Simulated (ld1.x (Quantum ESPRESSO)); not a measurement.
# O (Z = 8): excitation energies, all-electron against TM

oxygen (O), norm-conserving Troullier–Martins (Kleinman–Bylander form), made with ld1.x (Quantum ESPRESSO) 7.5 (LDA (PZ), scalar-relativistic). Core [He], reference 2s2 2p3.75 (charge +0.25). Waves: 2p (bound): rc 1.15 bohr; 3d channel at 0.05 Ry: rc 1.20 bohr; 2s (bound): rc 0.55 bohr. Local part: the s channel. Core correction: a·sin(br)/r model core inside 0.45 bohr.

Energies are relative to the spin-unpolarised reference configuration 2s2 2p3.75; without spin polarisation the order of configurations can differ from experiment. Spin-polarised rows fill each open shell by Hund’s rule, majority spin first.

Question: Give the all-electron excitation energy and the error of the potential for: 2s2 2p4; 2s2 2p3; 2s2 2p2; 2s2 2p4.3; 2s1 2p5; 2s2 2p1; 2s0 2p6; 2s2 2p3.75 (spin-polarised); 2s2 2p4 (spin-polarised).

Answer:

```
      valence configuration  charge  ΔE all-electron (eV)  error AE − PS (meV)
                    2s2 2p4       0                -2.731                 +0.3
                    2s2 2p3      +1                13.853                 +3.2
                    2s2 2p2      +2                47.561                  +52
                  2s2 2p4.3    -0.3                -4.905                 +0.7
                    2s1 2p5       0                11.853                  +23
                    2s2 2p1      +3               101.525                 +265
                    2s0 2p6       0                26.497                  +84
2s2 2p3.75 (spin-polarised)   +0.25                -1.886                  +61
   2s2 2p4 (spin-polarised)       0                -4.140                  +46
```
